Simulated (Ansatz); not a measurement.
Basis-set extrapolation for C$_{2}$H$_{7}$BOS (`CCOBS`) (PBE0-D4/def2-TZVP geometry, frozen core, Ansatz). Multiplicity 1, RHF reference.

```tsv
	def2-TZVPP	def2-QZVPP
HF	-577.047273	-577.067168
MP2 correlation	-0.862232	-0.925230
CCSD(T) correlation	-0.950316	not run
```

Energies in hartree. Use E(X) = E(∞) + A·exp(−7.88·√X) for Hartree–Fock and E(X) = E(∞) + B·X^(−2.97) for correlation, with X = 3 and 4, and add CCSD(T) minus MP2 of the smaller set to the MP2 limit.

Task: What is the CCSD(T) energy at the basis-set limit?

Result: HF limit: -577.067168 + (-0.019895) × 0.13774 = -577.06991. MP2 limit: -0.925230 + (-0.062998) × 0.74074 = -0.97190. Higher-order term: -0.950316 − (-0.862232) = -0.08808. Total: -578.12989 hartree, 347.4 kJ/mol below CCSD(T)/def2-TZVPP.
